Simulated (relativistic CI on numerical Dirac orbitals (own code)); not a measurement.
# Line list: Forbidden lines, Lu LIV

Method of calculation: Dirac-Coulomb-Breit CI, separate exchange-only KLI orbitals for each configuration, a model potential for QED, unscaled Slater integrals (own radial code, finite nucleus).

CI space (outside the closed core [Ne]): 3s²3p⁶, 3s²3p⁵3d, 3s3p⁶3d, 3s²3p⁵4s, 3s²3p⁵4p, 3s²3p⁵4d, 3s3p⁶4s, 3p⁶3d4p, 3s²3p⁵4f, 3s3p⁶4p, 3s3p⁶4d, 3s3p⁶4f, 3s²3p⁵5s, 3s²3p⁵5p, 3s²3p⁵5d, 3s²3p⁵5f, 3s²3p⁵5g, 3s3p⁶5s, 3s3p⁶5p, 3s3p⁶5d, 3s3p⁶5f, 3p⁶3d², 3p⁵3d³, 3p⁵3d²4s, 3p⁵3d²4p, 3p⁵3d²4d, 3p⁶3d4s, 3p⁵3d4s², 3p⁵3d4s4p, 3p⁵3d4s4d, 3p⁶4s², 3p⁵4s²4p, 3p⁵4s²4d. Double excitations out of closed p, d and f shells are left out; levels of such configurations are missing from the list, as are those of other unlisted configurations, and high levels can miss mixing partners. These lack a partner that the ground configuration has and come out too high: 3s²3p⁵4f, 3s²3p⁵5s, 3s²3p⁵5p, 3s²3p⁵5d, 3s²3p⁵5f.

```csv
λ vac (nm),Lower,Upper,Type,A (s⁻¹),gf,Branching (%)
0.41065,3s²3p⁶ ¹S0 [1],3s3p⁶4d ¹D2 [184],E2,2.68e+11,3.39e-03,7.1
0.41408,3s²3p⁶ ¹S0 [1],3s3p⁶4d ³D2 [182],E2,1.20e+11,1.55e-03,2.3
0.53970,3s²3p⁵3d ³P°1 [3],3s²3p⁵4d ³D°3 [154],E2,4.33e+09,1.32e-04,2.4
0.54002,3s²3p⁵3d ³F°2 [10],3s²3p⁵4d ³F°3 [174],E2,7.37e+09,2.26e-04,3.4
0.54218,3s²3p⁵3d ³F°3 [4],3s²3p⁵4d ³F°4 [151],E2,6.47e+09,2.57e-04,3.8
0.54611,3s²3p⁵3d ³F°2 [10],3s²3p⁵4d ³F°2 [171],E2,2.12e+10,4.74e-04,3.9
0.54686,3s²3p⁵3d ³F°3 [4],3s²3p⁵4d ³D°2 [150],E2,1.66e+10,3.72e-04,3.2
0.54771,3s²3p⁵3d ³F°3 [4],3s²3p⁵4d ³F°3 [147],E2,1.44e+10,4.55e-04,2.9
0.54869,3s²3p⁵3d ³D°2 [5],3s²3p⁵4d ³F°3 [147],E2,1.13e+10,3.58e-04,2.3
0.55460,3s²3p⁵3d ³F°4 [6],3s²3p⁵4d ³D°3 [154],E2,1.19e+10,3.85e-04,6.7
0.55593,3s²3p⁵3d ¹D°2 [7],3s²3p⁵4d ³D°3 [154],E2,1.10e+10,3.57e-04,6.2
0.55613,3s²3p⁵3d ³F°4 [6],3s²3p⁵4d ³F°4 [151],E2,2.36e+10,9.86e-04,13.9
0.55647,3s²3p⁵3d ³P°2 [12],3s²3p⁵4d ³P°2 [173],E2,2.61e+10,6.07e-04,5.5
0.55714,3s²3p⁵3d ³F°3 [13],3s²3p⁵4d ³F°3 [174],E2,2.84e+10,9.24e-04,13.3
0.55868,3s²3p⁵3d ³D°3 [8],3s²3p⁵4d ³D°3 [154],E2,8.51e+09,2.79e-04,4.8
0.55964,3s²3p⁵3d ³D°3 [8],3s²3p⁵4d ¹D°2 [152],E2,1.54e+10,3.62e-04,8.1
0.56023,3s²3p⁵3d ³D°3 [8],3s²3p⁵4d ³F°4 [151],E2,8.34e+09,3.53e-04,4.9
0.56682,3s²3p⁵3d ¹P°1 [9],3s²3p⁵4d ¹D°2 [152],E2,1.03e+10,2.49e-04,5.4
0.62730,3s²3p⁵3d ³P°1 [3],3s²3p⁵4s ³P°2 [137],E2,5.69e+09,1.68e-04,12.4
0.64752,3s²3p⁵3d ³F°4 [6],3s²3p⁵4s ³P°2 [137],E2,1.64e+10,5.14e-04,35.7
```

Terms are leading LS components. Brackets give the number of a level in order of energy, since labels repeat. The list gives strong lines, with weight on those to low levels, among the lowest 400 of 1357 levels, so that lines to higher ones, which can be the strongest, are missing. Levels whose partners in the same complex of configurations lie outside the list can be far off, and so can their lines. Rates are taken at the computed energies, electric ones in the length gauge.

At this charge energies of transitions that change n are usually good to better than 1 %, and those within a shell (Δn = 0) to a few per cent.

LS names give the leading component of a level, which can be under half, so a name can repeat, a term be missing and a line seem to break the LS rules.
